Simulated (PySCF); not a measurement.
Species: C6H11F3Ge.
Z-matrix (Å and degrees, PBE0-D3(BJ)/def2-SVP geometry), rows numbered from 1:
```
F 
C   1  1.3440
F   2  1.3435  1  106.87
F   2  1.3397  1  107.11  3  -114.54
Ge  2  1.9968  1  111.51  3   121.43
C   5  1.9500  2  108.22  1   -59.20
C   6  1.5318  5  114.40  2   179.33
C   7  1.5365  6  103.84  5  -166.14
C   8  1.5469  7  105.79  6    26.71
C   6  1.5321  5  114.98  2    61.07
H   5  1.5381  2  106.97  1    61.23
H   5  1.5377  2  106.12  1   179.48
H   6  1.1053  5  106.75  2   -60.07
H   7  1.1007  6  113.33  5    70.67
H   7  1.1045  6  109.59  5   -48.76
H   8  1.1010  7  109.83  6   -92.35
H   8  1.1002  7  111.83  6   149.66
H   9  1.1006  8  110.44  7  -121.64
H   9  1.1002  8  112.35  7   119.73
H  10  1.0997  6  113.09  5   -72.15
H  10  1.1040  6  109.55  5    46.71
```

Computed with PBE0-D3(BJ)/def2-SVP geometry optimisation, gas phase (PySCF).

Masses are those of the commonest isotopes; rigid-rotor values at the optimised geometry. The values belong to one conformer with, in the numbering `[F:1][C:2]([F:3])([F:4])[GeH2:5][CH:6]1[CH2:7][CH2:8][CH2:9][CH2:10]1`, C2–Ge5–C6–C7 179°, Ge5–C6–C7–C8 -166°, C6–C7–C8–C9 27°, C7–C8–C9–C10 -2°, C8–C9–C10–C6 -23°.

Task: What are A, B and C (cm⁻¹)?

Result: Ia = 260.89, Ib = 915.40, Ic = 1044.94 u·Å²; 505379 MHz·u·Å²/I gives 1937, 552.1 and 483.6 MHz, that is A = 0.06462, B = 0.01842, C = 0.01613 cm⁻¹.

Task: What kind of rotor is it?

Result: A near-prolate asymmetric top; Ray's κ = -0.906.

Task: What does the inertial defect say?

Result: Not planar: Δ = Ic − Ia − Ib = -131.35 u·Å². For a rigid frame Δ = −2 Σ m c², so Σ m c² = 65.67 u·Å² lies off the ab plane: 12.72 from hydrogen and 52.95 from heavier atoms. The atom farthest from that plane is 1.65 Å away.

Task: Give the other two planar moments, Paa and Pbb, and the rms extents of the mass along the axes.

Result: Paa = Σ m a² = (Ib + Ic − Ia)/2 = 849.73 and Pbb = Σ m b² = (Ia + Ic − Ib)/2 = 195.21 u·Å². With the mass M = 214.00 u, the rms extents √(P/M) along a, b and c are 1.99, 0.96, 0.55 Å.

Task: Where do the levels up to J = 4 lie, in MHz?

Result: Above 0(0,0):
J = 1: 1(0,1) 1036, 1(1,1) 2421, 1(1,0) 2489
J = 2: 2(0,2) 3105, 2(1,2) 4424, 2(1,1) 4629, 2(2,1) 8784, 2(2,0) 8787
J = 3: 3(0,3) 6202, 3(1,3) 7427, 3(1,2) 7837, 3(2,2) 11892, 3(2,1) 11904, 3(3,1) 18990, 3(3,0) 18990
J = 4: 4(0,4) 10320, 4(1,4) 11428, 4(1,3) 12112, 4(2,3) 16033, 4(2,2) 16069, 4(3,2) 23137, 4(3,1) 23138, 4(4,1) 33068, 4(4,0) 33068

Task: Predict some low-J microwave lines.

Result: The dipole components are |μa| = 2.47 D, |μb| = 0.84 D, |μc| = 0.03 D. Intensities carry the squares of the components, which stand as 1.00 : 0.12 : 0.00 (a : b : c). Some lines, for components of 0.1 D or more:

```tsv
type	branch	J(Ka,Kc)	MHz	lower level (cm⁻¹)
b	Q	1(1,0) ← 1(0,1)	1454	0.035
b	Q	3(1,2) ← 3(0,3)	1635	0.207
b	Q	5(1,4) ← 5(0,5)	2000	0.515
a	R	4(0,4) ← 3(0,3)	4118	0.207
a	R	4(2,3) ← 3(2,2)	4141	0.397
a	R	4(3,1) ← 3(3,0)	4148	0.633
b	Q	3(2,2) ← 3(1,3)	4465	0.248
a	R	5(0,5) ← 4(0,4)	5130	0.344
b	R	3(2,2) ← 2(1,1)	7262	0.154
b	R	3(2,1) ← 2(1,2)	7480	0.148
b	R	5(2,4) ← 4(1,3)	9094	0.404
b	R	5(4,1) ← 4(3,2)	15115	0.772
```

Task: Estimate the classical rotational partition function at 50 K, 200 K and 500 K.

Result: Point group C1, symmetry number σ = 1; q = (√π/σ)·√((kT/h)³/(ABC)), k/h = 20836.6 MHz/K: 82900 at 50 K, 663000 at 200 K, 2620000 at 500 K.

PBE0-D3(BJ)/def2-SVP frequencies: not computed here. Zero-point vibration and centrifugal distortion are left out.

The run took 5.0 min of wall time on an Arm Neoverse V2 with one thread, on a shared host, and the process peaked at 1.3 GiB of memory. These figures are those of the optimisation.
